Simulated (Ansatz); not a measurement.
V(NH)(OH)3 (VNO3H4). Charge 0, multiplicity 1. Geometry PBE0-D4/def2-SVP, basis def2-TZVP, Ansatz.

```xyz
9

V     0.185   -0.183   -0.124
N    -0.840    0.830    0.565
H    -1.492    1.476    1.005
O     0.634   -1.419    1.042
H     0.290   -1.437    1.941
O     1.610    0.711   -0.636
H     1.708    1.658   -0.499
O    -0.596   -0.921   -1.515
H    -1.498   -0.714   -1.778
```

```tsv
run	HOMO (eV)	LUMO (eV)
A	-11.00	0.66
B	-10.06	-0.48
C	-7.96	-2.09
D	-6.94	-2.34
E	-8.59	-1.57
F	-7.02	-2.43
```

The runs used CAM-B3LYP, PBE, PBE0, r2SCANh, revPBE, ωB97M-V. Estimate which is which.

A ωB97M-V (range-separated); B CAM-B3LYP (range-separated); C r2SCANh (10 % exact exchange); D revPBE (0 % exact exchange); E PBE0 (25 % exact exchange); F PBE (0 % exact exchange). Exact exchange lowers occupied and raises empty levels; among semilocal functionals meta-GGAs tend to open the gap a little, and such runs are hard to tell apart. The gap grows from 4.59 eV (PBE) to 11.66 eV (ωB97M-V). The restricted singlet is unstable towards broken spin symmetry in Hartree–Fock (as tested in another run); at ωB97M-V/def2-TZVP, CAM-B3LYP-D4/def2-TZVP, r2SCANh-D4/def2-TZVP, revPBE-D4/def2-TZVP and others this wasn't settled.
